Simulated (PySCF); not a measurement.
Compound: C8H14N2.
SMILES with atom numbers: `[CH2:1]=[CH:2]/[CH:3]=[N:4]/[NH:5][CH:6]1[CH2:7][CH2:8][CH2:9][CH2:10]1`

Probes without a nucleus sit at each ring's centroid and 1 Å off its mean plane on both sides; NICS is minus the shielding there, NICSzz its component along the normal. Level: GIAO PBE0/pcSseg-1 (PySCF, non-relativistic, gas phase) on the GFN2-xTB geometry, one conformer.

Ring bond lengths (Å), with Mayer bond orders in brackets: C6–C7 1.543 (0.99), C7–C8 1.525 (1.03), C8–C9 1.526 (1.02), C9–C10 1.529 (1.03), C10–C6 1.550 (1.00).

Give the NICS values of each ring in ppm.

```tsv
ring	type	NICS(0)	NICS(1), two faces	NICS(1)zz, two faces	rms pucker (Å)	centre to ring atoms, mean (Å)
C6–C7–C8–C9–C10	5-membered carbocycle; formal bonds all single	-5.4	-4.4 / -3.6	-4.9 / -2.7	0.18	1.28
```

What do they say, and how far can they be read as aromaticity?

- C6–C7–C8–C9–C10: mean NICS(1)zz -3.8 ppm, shielded. C6, C7, C8, C9, C10 have four or more neighbours, and the NICS criterion for π rings isn't applied.

At the first NICS(1) probe listed for ring C6–C7–C8–C9–C10, 1 Å off the ring, what do the in-plane components average?

The isotropic value is a third of the trace: (3 × -4.4 − (-4.9))/2 = -4.2 ppm.
